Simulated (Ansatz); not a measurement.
System: C5H6S, net charge 0, singlet state. SMILES: c1ccc(s1)C
Coordinates optimised at B3LYP-D3(BJ)/def2-TZVP (Ansatz, an electronic-structure program):
```xyz
12

C     -2.2699    -0.0970    -0.0421
C     -0.7851    -0.1672     0.1103
C     -0.0546    -0.9890     0.9212
C      1.3509    -0.7886     0.8161
C      1.6750     0.1876    -0.0773
S      0.2663     0.8686    -0.7962
H     -2.6587     0.8896     0.2198
H     -2.7418    -0.8285     0.6140
H     -2.5835    -0.3123    -1.0661
H     -0.5118    -1.7181     1.5759
H      2.0842    -1.3465     1.3804
H      2.6534     0.5441    -0.3533
```

Computed values are from Ansatz. Correlated levels leave the core frozen unless marked. UHF or UKS for open shells. No spin-orbit coupling. No relativistic terms. Basis-set limits of correlation are two-point, X^-3; Hartree-Fock from the larger set. The bracket is a focal-point correction in the basis named.

```json
{
  "atomisation energy De": "5261.0 kJ/mol at CCSD(T)/CBS(cc-pV(T+d)Z,cc-pV(Q+d)Z)",
  "vertical ionisation energy (to the doublet)": "8.75 eV at RI-MP2/CBS(aug-cc-pV(T+d)Z,aug-cc-pV(Q+d)Z)+[CCSD(T)-MP2]/aug-cc-pV(T+d)Z",
  "total_energy": "-591.6262 Eh at CCSD(T)/CBS(cc-pV(T+d)Z,cc-pV(Q+d)Z)",
  "dipole_moment": "0.68 D at CCSD(T)/aug-cc-pV(D+d)Z",
  "T1 diagnostic": "0.012 at CCSD/cc-pV(Q+d)Z",
  "measured enthalpy of formation, 298 K": "83.5 kJ/mol (CRC Handbook, as tabulated in the package chemicals; older table, unchecked)"
}
```

The Hartree-Fock reference is unstable (checked in the largest basis), which strains HF and MP2.
